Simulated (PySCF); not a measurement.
`C#CCCC1=C[C@@H](N)C1`, C$_{8}$H$_{11}$N

Molfile (atoms numbered from 1):
```
C8H11N
     RDKit          3D

 20 20  0  0  0  0  0  0  0  0999 V2000
    4.4859   -0.4741   -0.3713 C   0  0  0  0  0  0  0  0  0  0  0  0
    3.3093   -0.6634   -0.2637 C   0  0  0  0  0  0  0  0  0  0  0  0
    1.8796   -0.8519   -0.1373 C   0  0  0  0  0  0  0  0  0  0  0  0
    1.1536    0.4984   -0.0015 C   0  0  0  0  0  0  0  0  0  0  0  0
   -0.3158    0.3059    0.0927 C   0  0  0  0  0  0  0  0  0  0  0  0
   -1.2480    0.5578    1.0108 C   0  0  0  0  0  0  0  0  0  0  0  0
   -2.3749   -0.0295    0.1958 C   0  0  1  0  0  0  0  0  0  0  0  0
   -3.4606    0.8675   -0.1071 N   0  0  0  0  0  0  0  0  0  0  0  0
   -1.2787   -0.3136   -0.8921 C   0  0  0  0  0  0  0  0  0  0  0  0
    5.5199   -0.3242   -0.4643 H   0  0  0  0  0  0  0  0  0  0  0  0
    1.6737   -1.4681    0.7426 H   0  0  0  0  0  0  0  0  0  0  0  0
    1.5106   -1.3799   -1.0214 H   0  0  0  0  0  0  0  0  0  0  0  0
    1.3875    1.1092   -0.8789 H   0  0  0  0  0  0  0  0  0  0  0  0
    1.5129    1.0221    0.8872 H   0  0  0  0  0  0  0  0  0  0  0  0
   -1.2454    1.0155    1.9822 H   0  0  0  0  0  0  0  0  0  0  0  0
   -2.8023   -0.9450    0.6162 H   0  0  0  0  0  0  0  0  0  0  0  0
   -3.1034    1.7444   -0.4711 H   0  0  0  0  0  0  0  0  0  0  0  0
   -4.0824    0.4620   -0.7981 H   0  0  0  0  0  0  0  0  0  0  0  0
   -1.1147   -1.3657   -1.1235 H   0  0  0  0  0  0  0  0  0  0  0  0
   -1.4120    0.2434   -1.8197 H   0  0  0  0  0  0  0  0  0  0  0  0
  1  2  3  0
  2  3  1  0
  3  4  1  0
  4  5  1  0
  5  6  2  0
  6  7  1  0
  7  8  1  0
  7  9  1  0
  9  5  1  0
  1 10  1  0
  3 11  1  0
  3 12  1  0
  4 13  1  0
  4 14  1  0
  6 15  1  0
  7 16  1  1
  8 17  1  0
  8 18  1  0
  9 19  1  0
  9 20  1  0
M  END
```

The calculation used GIAO X3LYP/def2-SVP magnetisability, rotational g tensor and spin-rotation constants, non-relativistic, gas phase in PySCF 2.14.0. Geometry: GFN2-xTB.

How diamagnetic is it, and how anisotropic?

Isotropic -1386 × 10⁻³⁰ J/T², or -83.4 × 10⁻⁶ cm³/mol; principal values -1490, -1386, -1280 × 10⁻³⁰ J/T², anisotropy 182 × 10⁻³⁰ J/T² (root of half the summed squared differences of the principal values). The susceptibility is in cgs units.

Split it along the inertial axes a, b, c into diamagnetic and paramagnetic parts about the centre of mass, with the quadrupole moment.


| axis | χ (10⁻⁶ cm³/mol) | diamagnetic (10⁻⁶ cm³/mol) | paramagnetic (10⁻⁶ cm³/mol) | summed x² of all electrons (Å²) | quadrupole Θ (D Å) |
| --- | --- | --- | --- | --- | --- |
| a | -88.0 | -293.1 | 205.1 | 453.4 | -3.83 |
| b | -77.3 | -2041.3 | 1964.0 | 41.4 | +1.44 |
| c | -85.0 | -2099.2 | 2014.1 | 27.7 | +2.39 |

Anisotropies 2χaa − χbb − χcc = -13.7 and 2χbb − χaa − χcc = +18.5 × 10⁻⁶ cm³/mol. Θ is traceless in Buckingham's convention.

And the rotational g tensor?


| axis | rotational constant (GHz) | g | nuclear part | electronic part |
| --- | --- | --- | --- | --- |
| a | 7.4763 | -0.0259 | 0.6944 | -0.7202 |
| b | 0.6120 | -0.0061 | 0.5586 | -0.5647 |
| c | 0.5956 | -0.0039 | 0.5596 | -0.5635 |

Asymmetric top; isotopes 12C, 1H, 14N; no vibrational averaging.
